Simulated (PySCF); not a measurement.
PySCF input file for Al(H)(Cl)(NH2) (AlClH3N), SMILES [NH2][AlH][Cl], B3LYP/pcSseg-2. The structure is a stationary point at PBE0-D3(BJ)/def2-TZVP. Other conformers were not sampled.

```python
import numpy as np
from pyscf import gto, scf, dft
from pyscf.prop.nmr import rks as nmr

mol = gto.M(
    atom='''
    Al   -0.57340686   -0.49543563    0.00000000
    H    -2.12715150   -0.72187563   -0.00000000
    Cl    0.22421208    1.44560810   -0.00000000
    N     0.55951325   -1.83711769   -0.00000000
    H     1.56231638   -1.74527453    0.00000000
    H     0.29092633   -2.80770066    0.00000000
    ''',
    basis='pcSseg-2',
    charge=0,
    spin=0,
    max_memory=1600,
    verbose=3,
)
mf = dft.RKS(mol, xc='b3lyp').density_fit(auxbasis='def2-universal-jkfit')
mf.grids.level = 3
mf.conv_tol = 1e-10
mf.max_cycle = 100
mf.kernel()
n = nmr.NMR(mf)
n.verbose = 2
n.max_cycle_cphf = 60
sigma = n.kernel()
print('atom   isotropic/ppm   span/ppm')
for i, s in enumerate(sigma):
    w = np.linalg.eigvalsh((s + s.T) / 2)
    print(f'{mol.atom_symbol(i):2s}{i + 1:3d} {w.mean():14.3f} {w[2] - w[0]:11.3f}')
```

Program output:

```
converged SCF energy = -759.399047109117
atom   isotropic/ppm   span/ppm
Al  1        377.559      63.986
H   2         26.932       9.794
Cl  3        943.457     253.550
N   4        215.796      91.554
H   5         30.240      15.361
H   6         30.198      15.164
```

The run converged.

Cost: roughly 25 core-seconds.
